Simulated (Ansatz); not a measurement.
Gas-phase electronic energies from Ansatz, PBE0-D4/def2-TZVP geometries. CCSD(T)/CBS adds triple-zeta CCSD(T) − MP2 to the extrapolated MP2 energy (def2 sets, frozen cores). This one scheme is used for every species. DFT in def2-TZVPP. B3LYP here is the variant with VWN-RPA as its local correlation; programs differ in this. Each species was taken in one conformer, which may not be the lowest.

Reaction (formal hydrolysis of a C–C bond): `C=C(C)C(CC)CC` + H₂O → `CCC(O)CC` + `C=CC`

`C=C(C)C(CC)CC`:

Z-matrix (Å, degrees):
```
C
C 1 1.497
H 1 1.094 2 111.4
H 1 1.094 2 111.4 3 -118.9
H 1 1.090 2 111.1 3 120.6
C 2 1.509 1 117.5 3 59.1
C 2 1.329 1 121.3 3 -120.9
C 6 1.531 2 112.2 1 62.2
C 6 1.531 2 112.2 1 -62.6
H 6 1.098 2 106.8 1 179.8
H 7 1.085 2 121.3 1 -180.0
H 7 1.085 2 121.6 1 0.0
C 8 1.518 6 114.0 2 57.7
H 8 1.095 6 107.9 2 179.7
H 8 1.096 6 109.3 2 -65.7
C 9 1.518 6 114.0 2 -57.9
H 9 1.096 6 109.3 2 65.6
H 9 1.095 6 107.9 2 -179.9
H 13 1.094 8 111.0 6 57.8
H 13 1.092 8 111.2 6 177.8
H 13 1.092 8 111.5 6 -61.5
H 16 1.094 9 111.0 6 -57.9
H 16 1.092 9 111.5 6 61.5
H 16 1.092 9 111.2 6 -177.9
```

H₂O:

Cartesian coordinates in Å:
```
O 0.124 0.364 0.061
H 0.026 -0.086 -0.781
H -0.151 -0.278 0.720
```

`CCC(O)CC`:

Cartesian coordinates in Å:
```
C 2.071 -1.300 -0.737
C 0.607 -0.916 -0.857
C 0.146 0.050 0.223
O 0.906 1.250 0.204
C -1.346 0.337 0.137
C -1.855 1.220 1.262
H 2.708 -0.414 -0.755
H 2.261 -1.823 0.204
H 2.378 -1.959 -1.552
H 0.417 -0.456 -1.837
H -0.022 -1.812 -0.817
H 0.364 -0.388 1.205
H 0.751 1.681 -0.643
H -1.885 -0.616 0.132
H -1.552 0.807 -0.835
H -1.721 0.732 2.231
H -1.311 2.166 1.291
H -2.918 1.440 1.144
```

`C=CC`:

Cartesian coordinates in Å:
```
C 0.154 0.127 -1.371
C 0.527 0.093 -0.100
C -0.385 -0.141 1.055
H -0.883 -0.020 -1.661
H 0.867 0.302 -2.168
H 1.577 0.246 0.142
H -0.080 -1.025 1.623
H -0.360 0.702 1.752
H -1.417 -0.284 0.727
```

```
             level  ΔE (eV)
            PBE-D4     0.45
           BLYP-D4     0.42
            B2PLYP     0.36
             B3LYP     0.21
             BHLYP     0.25
RPA@PBE/def2-TZVPP     0.48
    MP2/def2-TZVPP     0.66
   CCSD/def2-TZVPP     0.47
```

Q: What does CCSD(T)/CBS give? (Estimate.)

A: Computed: +0.55 eV. The listed levels differ from it by -0.10, -0.13, -0.19, -0.34, -0.30, -0.07, 0.11, -0.08 eV.

Largest T1 diagnostic among the species: 0.010.

The D4 term adds +0.22 eV with B3LYP and +0.13 eV with PBE0; it sums over pairs of atoms, weighted by their polarisabilities, and B3LYP, whose exchange is more repulsive, gets the larger term. Leaving LDA and LC-ωPBE aside and taking each functional with its dispersion term where it has one, the values, not all of them listed here, spread over 0.16 eV, from B2PLYP to revPBE-D4. LDA lies +0.16 eV from PBE without D4.
